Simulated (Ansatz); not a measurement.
C4F5 (SMILES F[C](F)C#CC(F)(F)F), doublet (typed; the unrestricted solution is spin-contaminated), geometry from GFN2-xTB; HF/STO-3G (Ansatz, an electronic-structure program).

Here is a job for Ansatz.
Ansatz 0.2 input:
```yaml
crystal:
  periodic: [false, false, false]
  atoms:
    - {symbol: F, position_ang: [3.10538683, -0.15570078, 0.75649985]}
    - {symbol: C, position_ang: [2.24939570, -0.20655012, -0.24534040]}
    - {symbol: F, position_ang: [2.85028604, -0.39580561, -1.40387445]}
    - {symbol: C, position_ang: [0.90895577, -0.08245911, -0.10117512]}
    - {symbol: C, position_ang: [-0.29917515, 0.03723748, 0.02952940]}
    - {symbol: C, position_ang: [-1.73824160, 0.16156893, 0.18955514]}
    - {symbol: F, position_ang: [-2.06602999, 0.47872386, 1.44778435]}
    - {symbol: F, position_ang: [-2.25393557, 1.11115275, -0.60603344]}
    - {symbol: F, position_ang: [-2.38299715, -0.97823499, -0.10942234]}
basis:
  gaussian:
    orbitals: STO-3G
hamiltonian:
  xc: hf
magnetization: {spin_polarized: true, initial_magnetization: 1}
```

Problem. What does Ansatz print? Leave out banner, timings and long lists.

Solution. 
```
Functional definition: HF
662 factors; integrals over basis functions are off by at most 3.5e-5 eV
mean field evaluation 1: about -17397.5536 eV, gradient 3.5e1 eV
mean field evaluation 2: about -17397.8894 eV, gradient 3.5e1 eV
mean field evaluation 4: about -17406.5717 eV, gradient 3.2e0 eV
mean field evaluation 8: about -17406.9147 eV, gradient 8.1e-1 eV
mean field -17407.01334184 eV, -639.6959414152 hartree, gradient 2.2e-5 eV, S^2 1.133765; 0 other end points of the search recorded, 0 dependent functions left out
reference -17407.01334184 eV, -639.6959414152 hartree; 35, 34 occupied and 10, 11 virtual orbitals, 662 factors
Total energy: -17407.01334184 eV, -639.6959414152 hartree
```
